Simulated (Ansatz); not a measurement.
Computed with Ansatz on PBE0-D4/def2-TZVP structures; ΔE is electronic, products minus reactants. CCSD(T)/CBS adds triple-zeta CCSD(T) − MP2 to the extrapolated MP2 energy (def2 sets, frozen cores). DFT in def2-TZVPP. def2 core potentials past Kr. For Se, Sn outer-core shells are correlated without core-valence functions, which leaves a few kJ/mol of doubt a bond. Scalar relativity is left out up to krypton. Each species was taken in one conformer, which may not be the lowest.

Consider the redistribution: `[NH2][AlH][SeH]` + `C[O][Sn]([F])([F])[F]` → `C[O][AlH][SeH]` + `[NH2][Sn]([F])([F])[F]`.

```
         level  ΔE (eV)
       ωB97X-V    -0.38
CCSD/CBS(def2)    -0.37
```

(1) What does CCSD(T)/CBS give? (Best estimate.)

Largest T1 diagnostic among the species: 0.015.

## Answers

(1) The calculation gave: -0.36 eV. The listed levels differ from it by -0.02, -0.01 eV.
